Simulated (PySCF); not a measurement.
Si(F)3(NCO) (CF3NOSi), SMILES O=C=N[Si](F)(F)F. Atoms are numbered in the order given.

```xyz
7

O      0.0000     0.0000     3.3002
C      0.0000     0.0000     2.1344
N      0.0000     0.0000     0.9300
Si     0.0000     0.0000    -0.7458
F     -1.2923    -0.7461    -1.3066
F      0.0000     1.4922    -1.3066
F      1.2923    -0.7461    -1.3066
```

The structure is a stationary point at r2SCAN-D4/def2-SVP. One conformer was computed; it need not be the lowest.

Level of theory: PySCF with PBE0/def2-TZVP.

ESP charges are fitted to the potential on shells at 1.4 to 2.0 van der Waals radii. Atomic charges (e):

```csv
atom,IAO,ESP fit,Mulliken
O1,-0.33,-0.33,-0.19
C2,0.59,0.66,0.33
N3,-0.63,-0.56,-0.23
Si4,1.93,1.07,0.92
F5,-0.52,-0.28,-0.28
F6,-0.52,-0.28,-0.28
F7,-0.52,-0.28,-0.28
```

Computed Mayer and Wiberg (Löwdin basis) orders of the bonds:
```json
[
 {"bond": "O1–C2", "Mayer": "2.15", "Wiberg": "2.87"},
 {"bond": "C2–N3", "Mayer": "2.01", "Wiberg": "2.42"},
 {"bond": "N3–Si4", "Mayer": "1.16", "Wiberg": "1.33"},
 {"bond": "Si4–F5", "Mayer": "1.18", "Wiberg": "1.74"},
 {"bond": "Si4–F6", "Mayer": "1.18", "Wiberg": "1.74"},
 {"bond": "Si4–F7", "Mayer": "1.18", "Wiberg": "1.74"}
]
```
